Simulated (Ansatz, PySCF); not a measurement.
Gas-phase reaction (SMILES): BN (BNH4) → [BH2] (BH2) + [NH2] (NH2); the B-N bond at the site shown breaks (other sites are not compared here).

Geometries: B3LYP-D3(BJ)/def2-TZVP minima from Ansatz (a quantum-chemistry and plane-wave program), one conformer each, not searched for the lowest. Cores are frozen in the correlated levels unless marked. UHF or UKS for open shells. Spin-orbit coupling is left out. Non-relativistic. Basis-set limits of correlation are two-point, X^-3; Hartree-Fock from the larger set. Thermal terms are rigid-rotor harmonic-oscillator values from B3LYP-D3(BJ) frequencies (PySCF) at 298.15 K and 1 atm. 1 Eh = 627.5095 kcal/mol. Electronic entropy comes from spin alone.

```csv
species,"E, CCSD(T)/CBS(def2-TZVPPD,def2-QZVPPD) (Ansatz) (Eh)","E, wB97X-V/def2-TZVPD (Ansatz) (Eh)",H - E (Eh),G - E (Eh)
BN (BNH4),-81.92877,-82.04400,0.05211,0.02622
[BH2] (BH2),-25.87194,-25.92766,0.01824,-0.00376
[NH2] (NH2),-55.82062,-55.88029,0.02268,0.00058
```

Problem. Work out ΔE and ΔH, ΔG, ΔS and the equilibrium constant at 298.15 K at the first level, then ΔH at the second.

Solution. 
1. ΔE = [(-25.87194) + (-55.82062)] - [(-81.92877)] = 0.23621 Eh = 148.2 kcal/mol at CCSD(T)/CBS(def2-TZVPPD,def2-QZVPPD).
2. The terms H - E add up to -0.01119 Eh, so ΔH = (0.23621 + (-0.01119))×627.5095 = 141.2 kcal/mol.
3. The terms G - E add up to -0.02940 Eh, so ΔG = 129.8 kcal/mol, and ΔS = (-0.01119 - (-0.02940))×627509.5/298.15 = 38.3 cal/(mol K).
4. log10 K = -ΔG/(RT ln 10) = -95.1, with RT ln 10 = 1.3642 kcal/mol.
5. With ΔH and ΔS taken as constant, ΔG changes sign near ΔH/ΔS = 3690 K, a rough figure that leaves out heat capacities.
6. At wB97X-V/def2-TZVPD the same steps give ΔE = 148.1 and ΔH = 141.1 kcal/mol, a shift of -0.1 from the first level.
7. These values are not checked against measurement here, since the tables used lack a sound gas-phase enthalpy of formation for at least one species.
